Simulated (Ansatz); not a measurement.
A nudged elastic band was laid between two geometries of F3HSi + H2O (8 atoms, charge 0, multiplicity 1).

All numbers below come from RKS B3LYP/def2-SVP (Ansatz 0.2.0).

* movable images: 7
* climbing image: yes
* spring: 5.0 eV/Å²
* optimiser: quadratic models (default)
* start path: through a guess of the saddle point
* force threshold: 0.05 eV/Å
* iteration limit: 60
* end points: relaxed

Initial state:

```xyz
8
Properties=species:S:1:pos:R:3
Si 0.254 0.021 0.030
H 0.559 0.442 1.393
F 1.647 0.074 -0.786
F -0.712 1.002 -0.816
F -0.223 -1.513 -0.146
O -1.989 -0.087 1.241
H -2.544 0.435 0.643
H -2.255 -1.004 1.075
```

Final state:

```xyz
8
Properties=species:S:1:pos:R:3
Si -0.219 -0.237 -0.881
H -1.433 0.879 3.508
F 1.305 -0.469 -0.450
F -0.345 1.208 -1.539
F -0.560 -1.346 -1.983
O -1.240 -0.301 0.382
H -1.392 -1.136 0.841
H -1.378 0.772 2.757
```

Task: What changes between the two ends?

Result: Bonds broken: Si1–H2, O6–H8. Bonds formed: Si1–O6, H2–H8. F3HSi + H2O becomes F3HOSi + H2.

Task: Give the energies along the band, and the barrier.

Result: The forces met the threshold. The highest image is number 4 of 0 to 8, 156.0 kJ/mol above the first end and 207.8 kJ/mol above the last; the last end lies 51.9 kJ/mol below the first. Neighbouring images differ by up to 1.9 eV, so the band resolves the path poorly. A vibrational analysis at the climbing image gives one clearly imaginary mode, 1359i cm⁻¹: a first-order saddle point. The orbitals stay closed-shell, which can raise the energy where a bond breaks towards radicals; this wasn't checked here.

| image | path coordinate (Å) | energy (kJ/mol) | Si1–H2 (Å) | O6–H8 (Å) | Si1–O6 (Å) |
| --- | --- | --- | --- | --- | --- |
| 0 | 0.00 | 0.0 | 1.46 | 0.97 | 2.55 |
| 1 | 1.10 | 5.3 | 1.46 | 0.97 | 2.54 |
| 2 | 2.19 | 10.4 | 1.46 | 0.97 | 2.54 |
| 3 | 3.29 | 55.4 | 1.48 | 0.97 | 2.22 |
| 4 | 4.38 | 156.0 | 1.69 | 1.15 | 1.81 |
| 5 | 5.55 | -30.1 | 2.58 | 2.05 | 1.63 |
| 6 | 6.72 | -50.0 | 3.63 | 2.65 | 1.63 |
| 7 | 7.89 | -51.6 | 4.22 | 2.63 | 1.63 |
| 8 | 9.05 | -51.9 | 4.69 | 2.61 | 1.63 |

Task: What is the geometry of the highest image?

Result: 
```xyz
8
Properties=species:S:1:pos:R:3
Si -0.269 0.032 -0.119
H -0.060 0.758 1.390
F 1.154 -0.704 0.086
F -0.258 1.469 -0.844
F -0.834 -0.896 -1.333
O -1.703 -0.355 0.908
H -2.284 -1.136 0.915
H -1.008 0.203 1.631
```

The band took 42 iterations and about 14 core-minutes.

The run took 7.3 min on 2 threads of Arm Neoverse V1, with other jobs on the host, peak memory 0.18 GiB.
